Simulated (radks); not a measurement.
Ir, configuration [Xe] 4f14 5d7 6s2.

Method: scalar-relativistic Kohn-Sham, r2SCAN, spin-unpolarised, spherical densities, finite nucleus; meta-GGA in the generalised Kohn-Sham scheme; Fermi nuclear charge, rms radius 5.4032 fm; computed with a radial shooting solver on a logarithmic mesh with Libxc functionals.

Energy parts (eV):
total: -485072.30
kinetic: 539087.00
electron-nucleus: -1203505.70
Hartree: 188777.30
exchange-correlation: -9430.90

Orbitals (lengths in bohr, moments of r in powers of bohr; <r^-3> diverges for s and p1/2; r(max) is where P^2 peaks; r(90%) holds 90 % of the orbital's charge):
| orbital | occ. | eigenvalue (eV) | r(max) | <r^-3> | r(90%) |
|---|---|---|---|---|---|
| 1s | 2 | -76198.73 | 0.01082 | - | 0.0318 |
| 2s | 2 | -13357.49 | 0.06228 | - | 0.114 |
| 2p | 6 | -11603.21 | 0.05138 | 23050 | 0.108 |
| 3s | 2 | -3134.927 | 0.1755 | - | 0.279 |
| 3p | 6 | -2619.600 | 0.1744 | 5234 | 0.286 |
| 3d | 10 | -2050.891 | 0.1422 | 657.1 | 0.269 |
| 4s | 2 | -675.0433 | 0.3973 | - | 0.607 |
| 4p | 6 | -505.2936 | 0.4173 | 1236 | 0.653 |
| 4d | 10 | -295.6222 | 0.4263 | 135.0 | 0.714 |
| 4f | 14 | -63.0215 | 0.3962 | 24.96 | 0.868 |
| 5s | 2 | -100.1134 | 0.8916 | - | 1.41 |
| 5p | 6 | -56.2606 | 1.003 | 195.9 | 1.65 |
| 5d | 7 | -7.3449 | 1.294 | 10.82 | 2.71 |
| 6s | 2 | -6.5380 | 2.407 | - | 4.30 |
| 6p | 0 | -0.8919 | 3.326 | 9.729 | 7.00 |

The highest occupied level is 6s at -6.538 eV. The electron density at the nucleus is 1.947e+06 e/bohr^3 (large components only). The density falls to 0.001 e/bohr^3 at r = 4.52 bohr.
